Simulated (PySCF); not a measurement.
CrOF3, SMILES [F][Cr]([F])([F])=[O] (connectivity only; charge and spin as stated), neutral, multiplicity 2. Atoms are numbered in the order given.

```xyz
5

Cr    -0.0314    -0.0965     0.0000
O      0.4858    -1.5184     0.0000
F     -1.6944     0.1834     0.0000
F      0.6732     0.7118    -1.3093
F      0.6732     0.7118     1.3093
```
Charge 0, spin multiplicity 2.

Geometry: PBE0-D3(BJ)/def2-SVP. A frequency run showed that this geometry is not a minimum. The spin state was assumed, not searched.

All values below come from r2SCAN/def2-TZVP run with PySCF.

ESP charges are fitted to the potential on shells at 1.4 to 2.0 van der Waals radii. Atomic charges (e):

```tsv
atom	meta-Löwdin	ESP fit	Mulliken spin
Cr1	1.55	?	1.01
O2	-0.31	?	-0.13
F3	-0.42	?	0.01
F4	-0.41	?	0.05
F5	-0.41	?	0.05
```

**Question.** Some entries are withheld; supply them. (Estimate from the structure and the level; the computed values follow.)

**Answer.** 
- Cr1, ESP fit: 1.07
- O2, ESP fit: -0.26
- F3, ESP fit: -0.25
- F4, ESP fit: -0.28
- F5, ESP fit: -0.28
